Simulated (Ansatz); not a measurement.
A nudged elastic band was laid between two geometries of C₃H₈GeTe (13 atoms, charge 0, multiplicity 1).

Level of theory: RKS PBE0/def2-SVP (Ansatz 0.2.0).

| Quantity | Value |
| --- | --- |
| movable images | 5 |
| climbing image | yes |
| spring | 5.0 eV/Å² |
| optimiser | quadratic models (default) |
| start path | through a guess of the saddle point |
| force threshold | 0.05 eV/Å |
| iteration limit | 60 |
| end points | relaxed |

Initial state:

```xyz
13
Properties=species:S:1:pos:R:3
C -0.290 -0.674 2.759
C -0.113 -1.163 1.532
Te 1.712 -1.016 0.459
Ge 0.555 -0.231 -1.697
C -0.211 1.552 -1.486
H -1.231 -0.844 3.294
H 0.480 -0.096 3.280
H -0.903 -1.738 1.035
H -0.546 -1.254 -2.051
H 1.645 -0.254 -2.787
H 0.584 2.281 -1.279
H -0.918 1.555 -0.643
H -0.745 1.848 -2.402
```

Final state:

```xyz
13
Properties=species:S:1:pos:R:3
C -0.182 -0.614 2.761
C -0.058 -1.153 1.548
Te 1.720 -1.049 0.393
Ge 0.483 -0.262 -1.718
C -0.261 1.526 -1.479
H -1.100 -0.760 3.342
H 0.610 -0.017 3.223
H -0.867 -1.746 1.108
H -0.638 -1.278 -2.026
H 1.529 -0.293 -2.850
H -0.932 1.536 -0.608
H -0.830 1.824 -2.372
H 0.547 2.251 -1.307
```

Question: Which bonds break or form, and what moves?

Answer: No bond is made or broken. The dihedral Te3–Ge4–C5–H13 goes from -177 to 62°.

Question: Give the energies along the band, and the barrier.

Answer: It converged. The highest image is number 3 of 0 to 6, 0.053 eV above the ends, which have the same energy within 2 meV. A vibrational analysis at the climbing image gives one clearly imaginary mode, 142i cm⁻¹: a first-order saddle point.

```json
{"image": "0", "path coordinate (Å)": "0.00", "energy (eV)": "0.000", "dihedral Te3–Ge4–C5–H13 (°)": "-177"}
{"image": "1", "path coordinate (Å)": "0.78", "energy (eV)": "0.007", "dihedral Te3–Ge4–C5–H13 (°)": "174"}
{"image": "2", "path coordinate (Å)": "1.55", "energy (eV)": "0.033", "dihedral Te3–Ge4–C5–H13 (°)": "150"}
{"image": "3", "path coordinate (Å)": "2.33", "energy (eV)": "0.053", "dihedral Te3–Ge4–C5–H13 (°)": "123"}
{"image": "4", "path coordinate (Å)": "3.00", "energy (eV)": "0.037", "dihedral Te3–Ge4–C5–H13 (°)": "100"}
{"image": "5", "path coordinate (Å)": "3.66", "energy (eV)": "0.009", "dihedral Te3–Ge4–C5–H13 (°)": "77"}
{"image": "6", "path coordinate (Å)": "4.33", "energy (eV)": "0.000", "dihedral Te3–Ge4–C5–H13 (°)": "62"}
```

Question: What is the geometry of the highest image?

Answer: 
```xyz
13
Properties=species:S:1:pos:R:3
C -0.167 -0.511 2.680
C -0.052 -1.175 1.530
Te 1.718 -1.178 0.354
Ge 0.507 -0.279 -1.730
C -0.307 1.471 -1.388
H -1.081 -0.598 3.279
H 0.626 0.131 3.074
H -0.862 -1.813 1.160
H -0.564 -1.304 -2.160
H 1.594 -0.205 -2.821
H -0.066 1.807 -0.370
H -1.399 1.407 -1.490
H 0.074 2.213 -2.105
```

Question: What are the harmonic wavenumbers there?

Answer: 142i, 25, 46, 103, 149, 232, 296, 407, 537, 547, 602, 632, 692, 828, 840, 871, 957, 988, 1006, 1244, 1251, 1390, 1431, 1436, 1671, 2131, 2145, 3074, 3146, 3188, 3192, 3195, 3250 cm⁻¹.

The run took 12 min on 2 threads of Intel(R) Xeon(R) Platinum 8488C (Sapphire Rapids) (shared host), peak memory 0.49 GiB.
